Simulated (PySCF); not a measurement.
CH5AlO2.

```xyz
9

Al    -0.5587     0.7414     0.0000
H     -1.9833     1.4158     0.0000
O      0.8125     1.7730     0.0000
H      1.7384     1.4873     0.0000
O     -0.4823    -0.9662     0.0000
C      0.4520    -2.0056     0.0000
H      0.3217    -2.6551     0.8959
H      0.3217    -2.6551    -0.8959
H      1.5114    -1.6520     0.0000
```

Coordinates come from a PBE-D3(BJ)/def2-SVP optimisation. The values are those of a single conformer.

Method: KT2/pcSseg-1 (PySCF). Non-relativistic, no solvent.

Task: Give the absolute GIAO shielding of each atom: isotropic value and principal components (ppm). (Estimate from the structure and the level; the computed values follow.)

Result: 
| atom | σ(iso) | σ11 | σ22 | σ33 | span |
|---|---|---|---|---|---|
| Al1 | 458.3 | 406.3 | 468.8 | 499.8 | 93.5 |
| H2 | 27.3 | 23.6 | 25.0 | 33.3 | 9.7 |
| O3 | 283.3 | 217.5 | 296.1 | 336.2 | 118.6 |
| H4 | 29.0 | 21.9 | 23.5 | 41.5 | 19.6 |
| O5 | 280.9 | 207.2 | 308.7 | 326.9 | 119.7 |
| C6 | 125.6 | 94.1 | 103.4 | 179.4 | 85.3 |
| H7 | 27.0 | 23.1 | 24.6 | 33.3 | 10.2 |
| H8 | 27.0 | 23.1 | 24.6 | 33.3 | 10.2 |
| H9 | 26.9 | 22.6 | 25.2 | 32.9 | 10.3 |
